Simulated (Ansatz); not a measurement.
AlCl$_{3}$H$_{4}$OSi (`[SiH3][OH+][Al-]([Cl])([Cl])[Cl]`), relaxed with RKS PBE-D4/def2-SVP in Ansatz from a rough embedded geometry. The force threshold is 0.03 eV/Å; the program also tests the step.

Charge 0, multiplicity 1.

Start:

```xyz
10

Si    1.336    0.048    0.770
O     0.372    0.801   -0.471
Al   -1.304   -0.035   -0.554
Cl   -1.054   -2.095   -1.081
Cl   -2.464    0.962   -2.160
Cl   -2.379    0.230    1.365
H     2.620    0.665    0.842
H     1.441   -1.365    0.465
H     0.605    0.244    2.113
H     0.828    0.545   -1.290
```

By how much does the energy fall, and how many steps does the optimiser take? (Estimate.)

Ansatz gave: 0.89 eV, in 19 steps, 2 of them rejected.

Which bonds change most? (An estimate is asked.)

The calculation gave: Al3–Cl6 from 2.215 to 2.117 Å; Al3–Cl5 from 2.218 to 2.138 Å; Si1–H7 from 1.426 to 1.498 Å; O2–Al3 from 1.875 to 1.941 Å.

Give the relaxed structure. (Best estimate.)

The calculation gave: 
```xyz
10

Si    1.468   -0.164    0.691
O     0.179    0.642   -0.190
Al   -1.606   -0.058   -0.496
Cl   -1.182   -2.135   -0.230
Cl   -1.767    0.678   -2.496
Cl   -2.853    0.830    0.966
H     2.485    0.913    0.918
H     2.032   -1.267   -0.142
H     0.824   -0.618    1.954
H     0.419    1.180   -0.975
```
